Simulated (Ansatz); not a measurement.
One change: `CN[SiH2]Cl` becomes `C=CN[SiH2]Cl`.

Ansatz, PBE0-D4/def2-TZVP geometries, multiplicity 1. Each molecule was computed in one conformer, which needn't be the lowest.

| property | `CN[SiH2]Cl` |
| --- | --- |
| HOMO energy (PBE0/def2-TZVPP) / eV | -7.34 |
| ideal-gas entropy at 298 K and 1 bar (rigid rotor, harmonic PBE0-D4/def2-TZVP) / J/(mol·K) | 330 |
| LUMO energy (PBE/def2-TZVPP) / eV | -0.30 |
| HOMO–LUMO gap (PBE/def2-TZVPP) / eV | 5.67 |
| size of the dipole moment (PBE/def2-TZVPP) / D | 2.20 |
| HOMO–LUMO gap (B3LYP/def2-TZVPP) / eV | 7.39 |

Q: What does the change do to each property? (Estimate.)

A: The calculation gave: 
```tsv
property	`C=CN[SiH2]Cl`	shift
HOMO energy (PBE0/def2-TZVPP) / eV	-6.51	0.83
ideal-gas entropy at 298 K and 1 bar (rigid rotor, harmonic PBE0-D4/def2-TZVP) / J/(mol·K)	348	18
LUMO energy (PBE/def2-TZVPP) / eV	-0.69	-0.39
HOMO–LUMO gap (PBE/def2-TZVPP) / eV	4.72	-0.95
size of the dipole moment (PBE/def2-TZVPP) / D	1.35	-0.85
HOMO–LUMO gap (B3LYP/def2-TZVPP) / eV	6.33	-1.06
```

With PBE0 the HOMO rises by 0.83 eV and the LUMO falls by 0.28 eV, so the gap narrows by about 1.11 eV. PBE moves the HOMO by 0.56 eV and ωB97M-V by 0.96 eV. The zero-point energy changes by 13.2 kJ/mol with +3 modes. Dipoles are sizes alone; their direction can turn.

B3LYP here is the variant with VWN-RPA as its local correlation; programs differ in this.
